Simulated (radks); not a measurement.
Question: Isoelectronic series with 7 electrons, each ion in its NIST ground configuration. All-electron calculation, Dirac Kohn-Sham, PBE, spin-unpolarised, spherical densities, point nucleus; open shells fill j = l - 1/2 first. Program: a radial shooting solver on a logarithmic mesh with Libxc functionals. Total energies (hartree) and orbital eigenvalues (eV):

ion,configuration,E (hartree),2p3/2,2p1/2
N,[He] 2s2 2p3,-54.45374,-7.0787,-7.0978
P8+,[He] 2s2 2p3,-305.87262,-341.1097,-342.2952
V16+,[He] 2s2 2p3,-768.99814,-1113.223,-1121.727
Ag40+,[He] 2s2 2p3,-3493.12822,-6065.007,-6260.291
Cs48+,[He] 2s2 2p3,-4883.2492,-8606.176,-8994.298
Eu56+,[He] 2s2 2p3,-6543.3568,-11601.69,-12308.68

Estimate the row of Ga24+ ([He] 2s2 2p3).

Answer: E (hartree) -1448.86415; 2p3/2 -2322.779; 2p1/2 -2354.645.
